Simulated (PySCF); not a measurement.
# How methods differ on the ionisation energy of Cl⁺

Cl⁺ [Ne] 3s2 3p4 (3P) → Cl²⁺ [Ne] 3s2 3p3 (4S), as a difference of total energies. Computed with PySCF 2.14 in aug-cc-pwCVQZ, with no relativity, point nucleus. Correlated levels: valence: [Ne] frozen; valence and next inner shell: 1s2 frozen; nothing frozen. The calculations carry no spin-orbit coupling.

```json
{"method": "UHF", "ionisation energy (eV)": "22.595"}
{"method": "LDA", "ionisation energy (eV)": "23.982"}
{"method": "PBE", "ionisation energy (eV)": "23.848"}
{"method": "PBE0", "ionisation energy (eV)": "23.842"}
{"method": "r2SCAN", "ionisation energy (eV)": "23.805"}
{"method": "BHandHLYP", "ionisation energy (eV)": "23.800"}
{"method": "TPSS", "ionisation energy (eV)": "23.905"}
{"method": "M06-2X", "ionisation energy (eV)": "23.829"}
{"method": "MP2 (valence)", "ionisation energy (eV)": "23.507"}
{"method": "SCS-MP2 (valence)", "ionisation energy (eV)": "23.619"}
{"method": "SCS-MP2 (valence and next inner shell)", "ionisation energy (eV)": "23.646"}
{"method": "MP2 (all electrons)", "ionisation energy (eV)": "23.548"}
```

Task: Estimate what MP2 (valence and next inner shell) gives.

Result: 23.545 eV, closest to MP2 (all electrons) among the rows shown.

Task: Estimate what SCS-MP2 (all electrons) gives.

Result: 23.648 eV, closest to SCS-MP2 (valence and next inner shell) among the rows shown.

For comparison: 23.771 eV (measured; NIST levels, between the centres of gravity of the two terms).
